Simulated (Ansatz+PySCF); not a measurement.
Results of a calculation; reference values are marked as such.
**CH4 → CH3 + H**

CH4 (charge 0, multiplicity 1):
```xyz
5

C     0.0000    0.0000    0.0000
H     0.6340    0.6340    0.6340
H     0.6340   -0.6340   -0.6340
H    -0.6340    0.6340   -0.6340
H    -0.6340   -0.6340    0.6340
```

CH3 (charge 0, multiplicity 2):
```xyz
4

C     0.0000    0.0000    0.0000
H     1.0903    0.0000    0.0000
H    -0.5452    0.9443    0.0000
H    -0.5452   -0.9443    0.0000
```

Shapes relaxed with PBE0/def2-SVP. Single points in def2-SVP with Ansatz (development build ahead of 0.2.0), no zero-point energy. Correlated methods freeze no orbital on H to Be, one on B to Mg, five on Al to Zn, nine on Ga to Sr.

```json
{"method": "HF (restricted)", "reaction energy": "88.54 kcal/mol"}
{"method": "HF (unrestricted)", "reaction energy": "85.93 kcal/mol"}
{"method": "PBE0 (unrestricted)", "reaction energy": "109.83 kcal/mol"}
{"method": "wB97X (restricted)", "reaction energy": "113.21 kcal/mol"}
{"method": "wB97X (unrestricted)", "reaction energy": "112.16 kcal/mol"}
```

**Question.** What does PBE0 (restricted) give?

**Answer.** 110.97 kcal/mol.
